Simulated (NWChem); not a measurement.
Program: NWChem. System: H3O4Si, charge 0, spin multiplicity 2, at a geometry optimised with UB3LYP/def2-SVP. The structure started from a generated list of species. Its SCF solution wasn't tested for a lower state. Level: UMP2/def2-TZVP, 9 core orbitals frozen.

The NWChem input:

```
start mol
memory heap 200 mb stack 900 mb global 1100 mb
geometry units angstroms nocenter noautoz noautosym
  O     -1.192118     0.843228     0.862061
  Si    -0.026884     0.014398    -0.007958
  O     -0.780312    -1.117288    -0.932349
  O      0.894180     0.915237    -1.031380
  O      0.941407    -0.577786     1.195561
  H     -0.466896    -1.199622    -1.841380
  H      1.416647     1.633136    -0.655277
  H      0.521374    -1.142204     1.856921
end
basis spherical
  * library def2-tzvp
end
scf
  uhf
  nopen 1
  maxiter 100
  thresh 1e-7
  semidirect memsize 60000000 filesize 0
  # guess.movecs holds the orbitals of an unrestricted PBE0 run
  vectors input guess.movecs output mol.movecs
end
mp2
  freeze core 9
end
task mp2 energy
```

Output (cleaned and shortened):

```
             Northwest Computational Chemistry Package (NWChem) 7.3.0
             --------------------------------------------------------

                                NWChem Input Module
                                -------------------

 Scaling coordinates for geometry "geometry" by  1.889725989
 (inverse scale =  0.529177249)

                             Geometry "geometry" -> ""
                             -------------------------

 Output coordinates in angstroms (scale by  1.889725989 to convert to a.u.)

  No.       Tag          Charge          X              Y              Z
 ---- ---------------- ---------- -------------- -------------- --------------
    1 O                    8.0000    -1.19211800     0.84322800     0.86206100
    2 Si                  14.0000    -0.02688400     0.01439800    -0.00795800
    3 O                    8.0000    -0.78031200    -1.11728800    -0.93234900
    4 O                    8.0000     0.89418000     0.91523700    -1.03138000
    5 O                    8.0000     0.94140700    -0.57778600     1.19556100
    6 H                    1.0000    -0.46689600    -1.19962200    -1.84138000
    7 H                    1.0000     1.41664700     1.63313600    -0.65527700
    8 H                    1.0000     0.52137400    -1.14220400     1.85692100

 Effective nuclear repulsion energy (a.u.)     254.2172758455

            Nuclear Dipole moment (a.u.)
            ----------------------------
        X                 Y               Z
 ---------------- ---------------- ----------------
     0.0000094486     0.0000188973    -0.0000075589


 Summary of "ao basis" -> "" (spherical)
 ------------------------------------------------------------------------------
       Tag                 Description            Shells   Functions and Types
 ---------------- ------------------------------  ------  ---------------------
 *                         def2-tzvp                  on all atoms

 Summary of "ao basis" -> "ao basis" (spherical)
 ------------------------------------------------------------------------------
       Tag                 Description            Shells   Functions and Types
[...]
  mp2_eaftype                   246  avail_ma_in_mb                   853
 EAF : mp2_eaftype filesize         246   32308378.
  mp2_eaf for kh                   246
 Done maket at      497.6s
 Done multipass loop at      497.6s

 GA uses MA = F    GA memory limited = T

 Available:
  local mem=  1.26D+08
 global mem=  1.44D+08
 local disk=  0.00D+00
  mp2_memr nvloc                   155
  nvloc new                   155
   1 passes of  15:        5242880                     181567                 121894546.
   1 passes of  15: M    126147948           G      144115118           F     120905068.
  mp2_memr nvloc                   155
  nvloc new                   155
   2 passes of   8:        5242880                     127338                  65035989.
   2 passes of   8: M    126147948           G      144115118           F     120905068.

 Semi-direct pass number   1 of   2  for UHF beta        at      497.8s
  vrange nnbf                 15413
  mp2_eaftype                   248  avail_ma_in_mb                  1099
 EAF : mp2_eaftype filesize         248   32517994.
  mp2_eaf for mointskh                    248
Node 0 wrote    152.9 Mb in      0.1 s     Agg I/O rate:  3006.8 Mb/s
 Done moints_semi at      519.7s
  mp2_eaftype                   248  avail_ma_in_mb                   851
 EAF : mp2_eaftype filesize         248   32517994.
  mp2_eaf for kh                   248
 Done maket at      520.5s
 Semi-direct pass number   2 of   2  for UHF beta        at      520.5s
  vrange nnbf                 15413
  mp2_eaftype                   248  avail_ma_in_mb                   851
 EAF : mp2_eaftype filesize         248   32517994.
  mp2_eaf for mointskh                    248
Node 0 wrote    133.8 Mb in      0.0 s     Agg I/O rate:  2943.0 Mb/s
 Done moints_semi at      543.3s
  mp2_eaftype                   248  avail_ma_in_mb                   851
 EAF : mp2_eaftype filesize         248   32517994.
  mp2_eaf for kh                   248
 Done maket at      543.9s
 Done multipass loop at      543.9s

          -------------------------------------------
          SCF energy                -590.449128753179
          Correlation energy          -1.004145894329
          Singlet pairs                0.000000000000
          Triplet pairs                0.000000000000
          Total MP2 energy          -591.453274647508
          -------------------------------------------

          ---------------------------------------------------
                    Spin Component Scaled (SCS) MP2
          Same spin pairs                     -0.257674457313
          Same spin scaling factor             0.333333333333
          Opposite spin pairs                 -0.746471437016
          Opposite spin scaling fact.          1.200000000000
          SCS-MP2 correlation energy          -0.981657210190
          Total SCS-MP2 energy              -591.430785963369
          ---------------------------------------------------

 -----------------------
 Performance information
 -----------------------

 Timer overhead =  1.95D-07 seconds/call

               Nr. of calls         CPU time (s)                 Wall time (s)                GFlops
             ---------------    -------------------     ------------------------------   -------------------
Name         Min   Avg   Max    Min     Avg     Max     Min     Avg     Max   Mx/calls   Min     Max     Sum
mp2: moin     4     4     4    88.     88.     88.      88.     88.     88.     22.      0.0     0.0     0.0
mp2: make     4     4     4    3.1     3.1     3.1      3.1     3.1     3.1    0.79      0.0     0.0     0.0
mp2: tota     1     1     1    91.     91.     91.      91.     91.     91.     91.      0.0     0.0     0.0

 The average no. of pstat calls per process was 9.00D+00
 with a timing overhead of 1.76D-06s

 Task  times  cpu:      543.9s     wall:      543.9s

 Total times  cpu:      544.0s     wall:      544.0s
```
